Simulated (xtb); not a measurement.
C₂H₆N₂OSi, SMILES C[Si@@H](N)N=C=O. All values are semi-empirical tight-binding results from xtb (GFN2-xTB unless named), good for trends rather than for accurate numbers. The structure is a stationary point at GFN2-xTB. The structure was generated by enumeration; whether it is a known compound was not checked. The values are those of a single conformer.

Computed properties:
The orbital gap comes out as 5.02 eV, the dipole moment is 3.68 D and the zero-point energy is 52.4 kcal/mol. The G − E(el) at 298.15 K (modified RRHO) comes out as 31.2 kcal/mol, the static polarisability (D4 model) is 71.3 bohr³ and the solvation energy, GFN2-xTB/ALPB(water) comes out as -3.7 kcal/mol. The solvation energy, GFN2-xTB/ALPB(methanol) is -6.3 kcal/mol.
